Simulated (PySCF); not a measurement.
Spinor energies of Br(34+) (bromine, charge +34)

Start: 1s1; 1s1/2 filled at m_j = +1/2. Calculated with PySCF 2.14 in an uncontracted even-tempered set (15 s from 56 bohr⁻², ratio 2.4; 10 p from 73 bohr⁻², ratio 2.4; 3 d from 220 bohr⁻², ratio 2.6; 3 f from 330 bohr⁻², ratio 2.6): generalised Hartree-Fock with the X2C-1e Hamiltonian and a Gaussian nucleus; one run each with spin-orbit coupling (SO) switched off, then screened by Boettger's factors, then bare.

```json
{"spinor shell": "1s1/2", "electrons": "1", "ε, spin-free (eV)": "-16947.7", "ε, screened SO (eV)": "-16947.7", "ε, bare SO (eV)": "-16947.7", "weight of nominal j (screened SO)": "1.000", "rms radius, screened SO (bohr)": "0.0481"}
```

```csv
quantity,spin-free,screened SO,bare SO
E (hartree),-622.81826,-622.81826,-622.81826
M_J,1/2,1/2,1/2
⟨J²⟩,0.750,0.750,0.750
⟨L²⟩,0.000,0.000,0.000
⟨S²⟩,0.750,0.750,0.750
```

Without spin-orbit coupling the j labels of p, d and f shells carry no meaning; the spin-free column gives the mean over the occupied spinors of each nl shell.
